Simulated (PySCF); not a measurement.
# [GdI2]+ at several levels of theory

Computed with PySCF 2.14.0 (density fitting, no spin-orbit coupling) at the geometry relaxed with PBE0:

```xyz
3
[GdI2]+ (singlet in the valence; each metal's 4f electrons, 7 of them, lie in its core potential, out of spins and levels)
Gd    0.0000    0.0000   -1.0149
I     2.2283    0.0000    0.5988
I    -2.2283    0.0000    0.5988
```

| level | basis | state | HOMO (eV) | gap (eV) | charge on Gd1 (e) | population of f-type functions on Gd1 (polarisation alone where 4f lies in the core) | dipole about the centre of mass (D) | largest force component (eV/Å) |
| --- | --- | --- | --- | --- | --- | --- | --- | --- |
| PBE0 | Gd lcecp-1-SVP with ECP53, I def2-SVP with ECP28 | singlet | -11.85 | 4.22 | 1.12 | 0.02 | 7.64 | 0.01 |
| PBE0 | Gd lcecp-1-TZVP with ECP53, I def2-TZVP with ECP28 | singlet | -11.78 | 4.28 | 1.39 | 0.03 | 7.40 | 0.07 |

In the lcecp rows the 4f levels are missing from HOMO and gap, and the state counts the valence alone.

Charges are Mulliken's, which hang on the basis. The relaxation used the grid (50, 194), these runs (75, 302) or, all-electron (x2c bases, spin-free X2C Hamiltonian), (99, 590).

**Question.** A further run in the first row's basis gives HOMO (eV) -10.60, gap (eV) 2.31, charge on Gd1 (e) 0.95, population of f-type functions on Gd1 (polarisation alone where 4f lies in the core) 0.02, dipole about the centre of mass (D) 6.87, largest force component (eV/Å) 0.59. Which level was it?
A. BLYP
B. TPSSh

**Answer.** A. The others give HOMO -11.30 eV (TPSSh).

In the first row's basis the gap widens with exact exchange: 2.3 eV for BLYP (none); 3.4 to 4.2 eV for TPSSh, PBE0 (a fixed share).

An lcecp potential fixes the number of 4f electrons, so in runs with it no electron can move into or out of that shell.
